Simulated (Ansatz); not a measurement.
Geometry optimisation, Ansatz 0.2.0, DFT PBE, scalar-relativistic, plane waves, PAW.

Input file:

```yaml
crystal:
  lattice:
    - [0.0, 5.43, 5.43]
    - [5.43, 0.0, 5.43]
    - [5.43, 5.43, 0.0]
  atoms:
    - { symbol: Si, position: [0.0, 0.0, 0.0] }
    - { symbol: Si, position: [0.125, 0.125, 0.125] }
    - { symbol: Si, position: [0.0, 0.0, 0.5] }
    - { symbol: Si, position: [0.125, 0.125, 0.625] }
    - { symbol: Si, position: [0.0, 0.5, 0.0] }
    - { symbol: Si, position: [0.125, 0.625, 0.125] }
    - { symbol: Si, position: [0.0, 0.5, 0.5] }
    - { symbol: Si, position: [0.125, 0.625, 0.625] }
    - { symbol: Si, position: [0.5, 0.0, 0.0] }
    - { symbol: Si, position: [0.625, 0.125, 0.125] }
    - { symbol: Si, position: [0.5, 0.0, 0.5] }
    - { symbol: Si, position: [0.625, 0.125, 0.625] }
    - { symbol: Si, position: [0.5, 0.5, 0.0] }
    - { symbol: Si, position: [0.625, 0.625, 0.125] }
    - { symbol: Si, position: [0.5, 0.5, 0.5] }
    - { symbol: Si, position: [0.625, 0.625, 0.625] }
    - { symbol: C, position: [0.81002409, 0.81649107, 0.55891391], spin: 1.0 }
magnetization:
  spin_polarized: true
basis:
  ecutwfc: 420.0
kpoints:
  mp_grid: { grid: [2, 2, 2] }
hamiltonian:
  xc: pbe
  pseudopotentials: { kind: paw, azcp: { folder: soft_1 } }
scf:
  occupations: { method: gaussian, width: 0.05 }
  lower_state_search: "off"
relax:
  f_tol: 0.03
  max_steps: 60
  adjacent_minimum: "off"
output:
  write_density: true
  write_potential: true
  elf: true
  volumetric_format: npy
```

Launched with:

```bash
$ ansatz run input.yaml --threads 2 --pin off --max-ram 5120MiB --backend cpu --events-out ev --progress --plain --runs-dir out
```

**Question.** Where does it end, and by what steps?

**Answer.** The run converged. The force dipped under the threshold on the way, but the program's further checks kept it going. Limits of this set-up: coarse k mesh. After 13 steps the energy has fallen by 1.105 eV; C17 moved furthest, 1.05 Å.

```json
{"step": "0", "energy less start (eV)": "0.0000", "largest force component (eV/Å)": "0.495", "accepted": "yes"}
{"step": "1", "energy less start (eV)": "-0.1200", "largest force component (eV/Å)": "0.225", "accepted": "yes"}
{"step": "2", "energy less start (eV)": "-0.1391", "largest force component (eV/Å)": "0.168", "accepted": "yes"}
{"step": "3", "energy less start (eV)": "-0.1471", "largest force component (eV/Å)": "0.217", "accepted": "yes"}
{"step": "4", "energy less start (eV)": "-0.2300", "largest force component (eV/Å)": "0.921", "accepted": "yes"}
{"step": "5", "energy less start (eV)": "-0.2981", "largest force component (eV/Å)": "2.726", "accepted": "yes"}
{"step": "6", "energy less start (eV)": "-0.7126", "largest force component (eV/Å)": "1.817", "accepted": "yes"}
{"step": "7", "energy less start (eV)": "-0.9244", "largest force component (eV/Å)": "1.047", "accepted": "yes"}
{"step": "8", "energy less start (eV)": "-1.0827", "largest force component (eV/Å)": "0.203", "accepted": "yes"}
{"step": "9", "energy less start (eV)": "-1.1002", "largest force component (eV/Å)": "0.122", "accepted": "yes"}
{"step": "10", "energy less start (eV)": "-1.1042", "largest force component (eV/Å)": "0.079", "accepted": "yes"}
{"step": "11", "energy less start (eV)": "-1.1042", "largest force component (eV/Å)": "0.100", "accepted": "yes"}
{"step": "12", "energy less start (eV)": "-1.1050", "largest force component (eV/Å)": "0.023", "accepted": "yes"}
{"step": "13", "energy less start (eV)": "-1.1050", "largest force component (eV/Å)": "0.023", "accepted": "yes"}
```

```xyz
17
Lattice="0.0000 5.4300 5.4300 5.4300 0.0000 5.4300 5.4300 5.4300 0.0000" Properties=species:S:1:pos:R:3
Si -0.050 0.109 0.050
Si 1.400 1.430 1.327
Si 2.676 2.857 -0.023
Si 4.074 4.077 1.355
Si 2.711 0.077 2.720
Si 4.105 1.431 4.029
Si 5.454 2.858 2.752
Si 6.734 4.259 4.125
Si -0.027 2.768 2.614
Si 1.083 3.820 4.348
Si 2.542 4.783 2.891
Si 3.936 7.007 3.945
Si 2.817 2.769 5.456
Si 4.112 4.242 6.749
Si 5.420 5.695 5.441
Si 6.917 7.006 6.925
C 7.863 6.546 8.429
```

Whether the end is a true minimum wasn't checked by a vibrational analysis.

The run took 3.9 min on 2 threads of AMD EPYC 7R43 64-Core Processor (Zen 3) (shared host), peak memory 0.74 GiB.
